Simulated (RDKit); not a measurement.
A run for RDKit: MMFF94 on C3H8O2 (SMILES OCCCO).

```python
from rdkit import Chem
from rdkit.Chem import AllChem, rdDetermineBonds

blocks = [
'''13

O     2.40210671    0.06046819   -0.12012398
C     1.08435014    0.05757210    0.41577797
C     0.00816232    0.20022947   -0.65113473
C    -1.40439853    0.27211210   -0.08339158
O    -1.83183559   -0.94377338    0.52758770
H     2.48583756   -0.68152065   -0.72898669
H     1.04758484    0.90766176    1.10091987
H     0.91760285   -0.85195356    1.00766831
H     0.06268940   -0.64597706   -1.34423045
H     0.20680973    1.10871347   -1.22746622
H    -2.11552219    0.45779587   -0.88859165
H    -1.48577761    1.10824493    0.62294932
H    -1.37760964   -1.04957322    1.36902212
''',
]
mol = None
for b in blocks:
    f = Chem.MolFromXYZBlock(b)
    rdDetermineBonds.DetermineBonds(f, charge=0)
    mol = f if mol is None else Chem.CombineMols(mol, f)
Chem.SanitizeMol(mol)
print(Chem.MolToSmiles(Chem.RemoveHs(mol)))
ff = AllChem.MMFFGetMoleculeForceField(mol, AllChem.MMFFGetMoleculeProperties(mol), nonBondedThresh=100.0, ignoreInterfragInteractions=False)
e = ff.CalcEnergy()
print(f'MMFF94 energy {e:.6f} kcal/mol')
```

Program output:

```
OCCCO
MMFF94 energy 3.164665 kcal/mol
```

The run finished.

Cost: roughly 0.010 core-seconds.
